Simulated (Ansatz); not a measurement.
Basis-set series for F2H4N2Si (`N[Si](N)(F)F`). Charge 0, multiplicity 1. All single points use the PBE0-D4/def2-TZVP geometry. It is one conformer, not always the lowest.

```xyz
9

N    -1.054    0.342   -0.940
Si    0.251   -0.409   -0.186
N     0.617    0.368    1.263
F    -0.161   -1.943   -0.087
F     1.622   -0.434   -0.995
H    -1.077    1.337   -1.083
H    -1.648   -0.156   -1.580
H    -0.091    0.565    1.948
H     1.541    0.331    1.660
```

| functional | basis | functions | energy (Eh) | HOMO (eV) | LUMO (eV) |
| --- | --- | --- | --- | --- | --- |
| PBE0-D4 | def2-TZVPP | 222 | -601.03154 | -8.12 | 0.70 |
| PBE0-D4 | def2-QZVPP | 418 | -601.06063 | -8.18 | 0.29 |
| ωB97M-V | def2-TZVPP | 222 | -601.36338 | -10.55 | 2.11 |
| ωB97M-V | def2-QZVPP | 418 | -601.39058 | -10.62 | 1.48 |

(1) Give the rows for def2-SVP. (Best estimate.)

Answers

(1) Computed: 
```tsv
functional	basis	functions	energy (Eh)	HOMO (eV)	LUMO (eV)
PBE0-D4	def2-SVP	94	-600.52114	-7.83	1.41
ωB97M-V	def2-SVP	94	-600.84401	-10.25	3.02
```

Positive LUMOs are unbound and depend on the basis.
